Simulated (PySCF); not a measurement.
CHO, SMILES [C][OH+] (connectivity only; charge and spin as stated), charge +1, multiplicity 1. Heavy atoms are numbered as in [OH+:2][C:3]. Hydrogens are named by the atom that carries them.

Geometry optimised at PBE0-D3(BJ)/def2-TZVPD.

Method: B3LYP/pcSseg-2 in PySCF.

GIAO shieldings, no solvent; atoms alike by connectivity are averaged. δ = σ(ref) − σ: ¹H against TMS (σ = 31.68 ppm); ¹⁷O against H2O (σ = 325.5 ppm); ¹³C against TMS (σ = 181.3 ppm), references at their B3LYP-D3(BJ)/def2-TZVP geometries, non-relativistic.

```json
[
 {"nucleus": "¹H", "atoms": "H on O2", "count": "1", "δ (ppm)": "10.99"},
 {"nucleus": "¹⁷O", "atoms": "O2 (OH)", "count": "1", "δ (ppm)": "247.3"},
 {"nucleus": "¹³C", "atoms": "C3", "count": "1", "δ (ppm)": "207.2"}
]
```
